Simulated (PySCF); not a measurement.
H7P3Si, SMILES P[SiH](P)P. Geometry: B3LYP-D3(BJ)/def2-SVP. The structure was generated by enumeration, and PubChem lists no compound with its InChIKey, so it may never have been made. One conformer was computed; it need not be the lowest.

All values below come from B3LYP-D3(BJ)/def2-SVP (PySCF).

Harmonic wavenumbers (cm⁻¹): 110, 111, 127, 140, 146, 155, 363, 463, 472, 563, 578, 620, 703, 723, 744, 795, 822, 1088, 1093, 1094, 2200, 2361, 2368, 2370, 2379, 2381, 2382. Rotational constants (GHz): 2.018, 1.936, 1.082; symmetry number 1.

Question: Work out the zero-point energy and the ideal-gas rigid-rotor harmonic-oscillator thermochemistry at 298.15 K and 1 atm.

Answer: ZPE = ½ Σ hcν = ½ × 27350 cm⁻¹ = 39.10 kcal/mol. H − E(el) = 45.20 kcal/mol. Entropy in cal/(mol K): translation 40.46, rotation 28.72, vibration 23.12, total 92.30. G − E(el) = 17.68 kcal/mol. Cp = 31.36 cal/(mol K). Modes under 150 cm⁻¹ make the vibrational entropy uncertain.
